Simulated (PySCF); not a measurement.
Compound: C5H14OSi3.
Numbering: `[CH3:1][C:2](=[O:3])[Si@@H:4]1[CH2:5][C@@H:6]([CH2:7][SiH3:8])[SiH2:9]1`

NICS = −σ at a ghost point: NICS(0) at the centroid of the ring atoms, NICS(1) 1 Å to either side along the normal of their mean plane, zz for the tensor component along that normal. Level: GIAO PBE0/pcSseg-1 (PySCF, non-relativistic, gas phase) on the GFN2-xTB geometry, one conformer.

Ring bond lengths (Å), with Mayer bond orders in brackets: Si4–C5 1.929 (0.86), C5–C6 1.550 (0.97), C6–Si9 1.938 (0.87), Si9–Si4 2.332 (0.91).

Give the NICS values of each ring in ppm.

```tsv
ring	type	NICS(0)	NICS(1), two faces	NICS(1)zz, two faces	rms pucker (Å)	centre to ring atoms, mean (Å)
Si4–C5–C6–Si9	4-membered ring with 2 Si; formal bonds all single	1.7	-0.9 / -0.1	6.6 / 4.4	0.08	1.36
```

What do they say, and how far can they be read as aromaticity?

- Si4–C5–C6–Si9: mean NICS(1)zz 5.5 ppm, deshielded. Si4, C5, C6, Si9 have four or more neighbours, so the value isn't read as a sign of a π ring current.

What field does 7.05 T along the ring normal induce along that normal at the first NICS(1) probe listed for ring Si4–C5–C6–Si9, 1 Å off the ring?

NICSzz × B0 = 6.6 ppm × 7.05 T = 47 μT, along the applied field.

What are the shieldings of the ring atoms and their hydrogens in the same run (means over atoms taken as equivalent)?

```json
{"atoms": "Si4", "environment": "SiH silicon", "σ isotropic (ppm)": "399.2", "principal values of the symmetric part, first atom (ppm)": "356.1, 409.7, 431.9"}
{"atoms": "C5", "environment": "sp3 carbon bound to silicon", "σ isotropic (ppm)": "162.0", "principal values of the symmetric part, first atom (ppm)": "145.8, 157.4, 182.8"}
{"atoms": "C6", "environment": "sp3 carbon bound to silicon", "σ isotropic (ppm)": "161.0", "principal values of the symmetric part, first atom (ppm)": "142.4, 167.3, 173.2"}
{"atoms": "Si9", "environment": "SiH2 silicon", "σ isotropic (ppm)": "391.4", "principal values of the symmetric part, first atom (ppm)": "335.4, 362.3, 476.5"}
{"atoms": "H on Si4", "environment": "Si–H hydrogen", "σ isotropic (ppm)": "27.05", "principal values of the symmetric part, first atom (ppm)": "23.1, 25.5, 32.5"}
{"atoms": "H on C5", "environment": "methylene hydrogen", "σ isotropic (ppm)": "29.64", "principal values of the symmetric part, first atom (ppm)": "25.9, 28.0, 35.0"}
{"atoms": "H on C5", "environment": "methylene hydrogen", "σ isotropic (ppm)": "30.55", "principal values of the symmetric part, first atom (ppm)": "26.5, 31.0, 34.2"}
{"atoms": "H on C6", "environment": "methine hydrogen", "σ isotropic (ppm)": "29.51", "principal values of the symmetric part, first atom (ppm)": "26.5, 29.5, 32.5"}
{"atoms": "H on Si9", "environment": "Si–H hydrogen", "σ isotropic (ppm)": "26.87", "principal values of the symmetric part, first atom (ppm)": "24.1, 24.5, 32.0"}
{"atoms": "H on Si9", "environment": "Si–H hydrogen", "σ isotropic (ppm)": "27.29", "principal values of the symmetric part, first atom (ppm)": "24.2, 26.1, 31.6"}
```

Shape of the structure used: `[CH3:1][C:2](=[O:3])[Si@@H:4]1[CH2:5][C@@H:6]([CH2:7][SiH3:8])[SiH2:9]1`: C1–C2–Si4–C5 30°, C5–C6–C7–Si8 -64°.
